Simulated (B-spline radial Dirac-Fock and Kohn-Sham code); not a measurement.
**Dipole and non-dipole photoemission parameters of Br⁵⁺ 2s**

System: the Br⁵⁺ ion in the configuration [Ar] 3d10 4s2; threshold 1844.3 eV (orbital energy of the model). Calculated with a radial B-spline solver, using Dirac-Hartree-Slater photoionisation with a Latter tail; cross sections with all multipoles, angular parameters from the dipole term and its interference with E2.

For linearly polarised light dσ/dΩ = σ/(4π) [1 + β P₂(cos θ) + (δ + γ cos²θ) sin θ cos φ], with θ from the polarisation vector and φ the angle between the beam and the projection of the electron momentum on the plane normal to the polarisation.

| hν (eV) | σ (kb) | β | γ |
| --- | --- | --- | --- |
| 2280 | 50.3 | 1.998 | 0.198 |
| 2640 | 39.3 | 1.998 | 0.002 |
| 2880 | 33.8 | 1.998 | -0.051 |
| 3920 | 19.1 | 1.998 | -0.022 |
| 4870 | 12.4 | 1.998 | 0.126 |
| 8047.8 | 4.26 | 1.998 | 0.697 |
| 8740 | 3.54 | 1.998 | 0.813 |
| 8960 | ? | ? | ? |
| 11400 | 1.91 | 1.998 | 1.218 |
| 12000 | 1.69 | 1.998 | 1.303 |
| 13000 | 1.40 | 1.998 | 1.439 |
| 15000 | 0.986 | 1.997 | 1.694 |

Problem. Give the values at 8960 eV.

Solution. σ = 3.34 kb, β = 1.998, γ = 0.849. For an s subshell δ is negligible.
